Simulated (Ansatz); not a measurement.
A run for Ansatz (a first-principles code): R-PBE/def2-TZVPP on CCl2 (SMILES Cl[C]Cl), atoms moved off the minimum.

Ansatz 0.2 input:
```yaml
crystal:
  periodic: [false, false, false]
  atoms:
    - {symbol: Cl, position_ang: [-1.43372278, -0.20961450, 0.01884869]}
    - {symbol: C, position_ang: [-0.07292267, 0.84815529, -0.00585551]}
    - {symbol: Cl, position_ang: [1.43064151, -0.11547960, -0.02724743]}
basis:
  gaussian:
    orbitals: def2-TZVPP
hamiltonian:
  xc: {name: PBE}
scf: {lower_state_search: off}
output: {forces: true}
```

The head of its log:

```
WARN ansatz: RAYON_NUM_THREADS=4 ignored (pool sized by the plan → 4); use --threads N
Functional definition: PBE
these checks for a lower state are left out or cut short: stability, starts, cluster_reference, orbital_swaps, neighbouring_geometries, increment
integrals: 0.04 GiB planned
768 factors; their error is unknown
mean field: 0.28 GiB planned
mean field evaluation 1: about -26066.8109 eV, gradient 3.0e1 eV
mean field evaluation 2: about -26056.3627 eV, gradient 6.5e1 eV
```

Question: Predict the final total energy.

Answer: -958.0222 hartree.
